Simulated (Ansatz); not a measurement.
Start from `FC1=[CH][InH][S]1` and change one atom or group to get `C1=[CH][InH][S]1`.

Ansatz, PBE0-D4/def2-TZVP geometries, multiplicity 1. 

Elements past krypton have def2 core potentials.

| property | `FC1=[CH][InH][S]1` |
| --- | --- |
| HOMO energy (ωB97M-V/def2-TZVPP) / eV | -8.31 |
| HOMO energy (PBE/def2-TZVPP) / eV | -5.16 |
| size of the dipole moment (PBE/def2-TZVPP) / D | 3.57 |
| HOMO–LUMO gap (PBE0/def2-TZVPP) / eV | 4.23 |
| HOMO–LUMO gap (B3LYP/def2-TZVPP) / eV | 3.75 |
| HOMO–LUMO gap (PBE/def2-TZVPP) / eV | 2.45 |

Problem. Give the same properties after the change, and the shifts. (An estimate is asked.)

Solution. The calculation gave: 
```tsv
property	`C1=[CH][InH][S]1`	shift
HOMO energy (ωB97M-V/def2-TZVPP) / eV	-8.04	0.27
HOMO energy (PBE/def2-TZVPP) / eV	-4.95	0.21
size of the dipole moment (PBE/def2-TZVPP) / D	2.57	-1.00
HOMO–LUMO gap (PBE0/def2-TZVPP) / eV	4.01	-0.22
HOMO–LUMO gap (B3LYP/def2-TZVPP) / eV	3.54	-0.21
HOMO–LUMO gap (PBE/def2-TZVPP) / eV	2.24	-0.21
```

Dipoles are sizes alone; their direction can turn.

B3LYP here is the variant with VWN-RPA as its local correlation; programs differ in this.
